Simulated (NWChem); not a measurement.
A series in which one site is exchanged, each optimised at PBE0/def2-SVP with NWChem, gas phase unless a solvent is named. Some are not confirmed as minima by frequencies. def2 effective core potentials on I; no spin-orbit coupling.

A: Cl[SiH](Cl)F (SiHCl$_{2}$F; site = F)
B: Cl[SiH](Cl)Cl (SiHCl3; site = Cl)
C: Cl[SiH](Cl)I (SiHICl2; site = I)
D: Cl[SiH2]Cl (SiH₂Cl₂; site = H)

| quantity | A | B | C | D |
|---|---|---|---|---|
| dipole (D), PBE0/def2-SVP | 1.20 | 0.97 | 0.88 | ? |
| orbital gap (eV), PBE0/def2-SVP | 10.03 | 9.43 | 7.03 | ? |
| static polarisability, PBE/def2-SVPD (bohr³) | 53.8 | 68.2 | 91.3 | ? |

Question: Some entries are withheld; supply them.

Answer: 
- dipole (D), PBE0/def2-SVP, D: 1.34
- orbital gap (eV), PBE0/def2-SVP, D: 9.36
- static polarisability, PBE/def2-SVPD (bohr³), D: 56.0
